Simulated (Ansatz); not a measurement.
(F3Ge)2NMe (CH₃F₆Ge₂N). The state is a singlet with charge 0. Geometry PBE-D4/def2-SVP.

```xyz
13

Ge   -1.668    0.401   -0.261
F    -2.303    1.402    0.999
F    -2.663   -1.016   -0.339
F    -1.841    1.294   -1.730
N     0.043   -0.159    0.003
C     0.329   -1.563    0.373
Ge    1.396    1.046   -0.088
F     2.418    0.979    1.307
F     2.457    0.822   -1.436
F     0.646    2.602   -0.215
H    -0.600   -2.159    0.297
H     0.712   -1.640    1.412
H     1.073   -2.008   -0.320
```

The 6-31G sets use Cartesian d functions.

(1) Estimate the orbital energies around the gap (eV) in Ansatz with HF/6-31G, PBE-D4/def2-TZVP, r2SCANh-D4/def2-TZVP, PBE0-D4/def2-TZVP, ωB97X-V/def2-TZVP.

Results:

(1) 
```json
{"orbital": "HOMO−5", "HF/6-31G": "-17.96", "PBE-D4/def2-TZVP": "-10.19", "r2SCANh-D4/def2-TZVP": "-11.54", "PBE0-D4/def2-TZVP": "-12.35", "ωB97X-V/def2-TZVP": "-14.93"}
{"orbital": "HOMO−4", "HF/6-31G": "-17.88", "PBE-D4/def2-TZVP": "-10.18", "r2SCANh-D4/def2-TZVP": "-11.53", "PBE0-D4/def2-TZVP": "-12.32", "ωB97X-V/def2-TZVP": "-14.88"}
{"orbital": "HOMO−3", "HF/6-31G": "-17.79", "PBE-D4/def2-TZVP": "-10.10", "r2SCANh-D4/def2-TZVP": "-11.47", "PBE0-D4/def2-TZVP": "-12.28", "ωB97X-V/def2-TZVP": "-14.86"}
{"orbital": "HOMO−2", "HF/6-31G": "-17.38", "PBE-D4/def2-TZVP": "-9.99", "r2SCANh-D4/def2-TZVP": "-11.36", "PBE0-D4/def2-TZVP": "-12.17", "ωB97X-V/def2-TZVP": "-14.75"}
{"orbital": "HOMO−1", "HF/6-31G": "-15.23", "PBE-D4/def2-TZVP": "-9.50", "r2SCANh-D4/def2-TZVP": "-10.48", "PBE0-D4/def2-TZVP": "-11.09", "ωB97X-V/def2-TZVP": "-13.50"}
{"orbital": "HOMO", "HF/6-31G": "-13.25", "PBE-D4/def2-TZVP": "-7.47", "r2SCANh-D4/def2-TZVP": "-8.40", "PBE0-D4/def2-TZVP": "-9.01", "ωB97X-V/def2-TZVP": "-11.46"}
{"orbital": "LUMO", "HF/6-31G": "1.25", "PBE-D4/def2-TZVP": "-3.08", "r2SCANh-D4/def2-TZVP": "-2.39", "PBE0-D4/def2-TZVP": "-2.00", "ωB97X-V/def2-TZVP": "0.29"}
{"orbital": "LUMO+1", "HF/6-31G": "2.64", "PBE-D4/def2-TZVP": "-2.01", "r2SCANh-D4/def2-TZVP": "-1.21", "PBE0-D4/def2-TZVP": "-0.84", "ωB97X-V/def2-TZVP": "1.53"}
{"orbital": "LUMO+2", "HF/6-31G": "3.25", "PBE-D4/def2-TZVP": "-0.92", "r2SCANh-D4/def2-TZVP": "-0.24", "PBE0-D4/def2-TZVP": "-0.01", "ωB97X-V/def2-TZVP": "2.12"}
{"orbital": "LUMO+3", "HF/6-31G": "4.02", "PBE-D4/def2-TZVP": "0.11", "r2SCANh-D4/def2-TZVP": "0.83", "PBE0-D4/def2-TZVP": "1.05", "ωB97X-V/def2-TZVP": "3.17"}
{"orbital": "LUMO+4", "HF/6-31G": "4.48", "PBE-D4/def2-TZVP": "0.50", "r2SCANh-D4/def2-TZVP": "1.27", "PBE0-D4/def2-TZVP": "1.43", "ωB97X-V/def2-TZVP": "3.50"}
{"orbital": "LUMO+5", "HF/6-31G": "4.82", "PBE-D4/def2-TZVP": "0.72", "r2SCANh-D4/def2-TZVP": "1.56", "PBE0-D4/def2-TZVP": "1.58", "ωB97X-V/def2-TZVP": "3.62"}
```
